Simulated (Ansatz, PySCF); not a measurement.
The pair A = SiH4 (SMILES [SiH4]) (first 5 atoms), B = CH3Br (SMILES CBr); geometry from B3LYP-D3(BJ)/def2-TZVP.
(charge 0, multiplicity 1):
```
atom    x (Å)    y (Å)    z (Å)
----  -------  -------  -------
Si    -0.0443  -0.3024   0.0989
H      0.6309  -1.5814   0.4011
H     -1.4102  -0.3016   0.6688
H     -0.1368  -0.1274  -1.3701
H      0.7252   0.8259   0.6690
C     -0.8732   1.2600   3.6194
Br     0.0357  -0.4520   3.8908
H     -0.1972   1.9046   3.0691
H     -1.1017   1.6687   4.5973
H     -1.7757   1.0637   3.0517
```

Correlated levels freeze the cores. Filled d and f shells under p-block atoms count as core. CBS(a, b) extrapolates the correlation energy as X⁻³ and adds the Hartree–Fock energy of set b. MP2 and its Hartree–Fock in def2-TZVPPD are density fitted.

Run with Ansatz (Gaussian basis) for Hartree–Fock, density functionals and correlated methods; PySCF for the dispersion terms. Values without a source in brackets are computed.

The monomers are drawn apart, rigid, along the line of their centres of mass. Counterpoise-corrected interaction energies (kcal/mol):

| level | R = 5.269 Å | R = 6.788 Å |
|---|---|---|
| PBE-D3(BJ)/def2-TZVPPD | -0.5356 | -0.1012 |
| wB97M-V/def2-TZVPPD | -0.4227 | -0.0890 |
| MP2/CBS(def2-SVPD, def2-TZVPPD) + ΔCCSD(T)/def2-SVPD | -0.4013 | -0.0863 |

Problem. R is the distance of the centres of mass. Find the local exponent m of E ∝ R⁻ᵐ between the two points.

Solution. 
m = ln(E₁/E₂)/ln(R₂/R₁): PBE-D3(BJ)/def2-TZVPPD 6.6; wB97M-V/def2-TZVPPD 6.2; MP2/CBS(def2-SVPD, def2-TZVPPD) + ΔCCSD(T)/def2-SVPD 6.1. For scale, two fixed dipoles give m = 3, dipole and quadrupole 4, quadrupoles 5, and dispersion or dipole-induced dipole 6 at long range; at these distances several terms mix, and what is left of overlap and damping shifts m, so it need not match one of them.

Ansatz is an electronic-structure program.
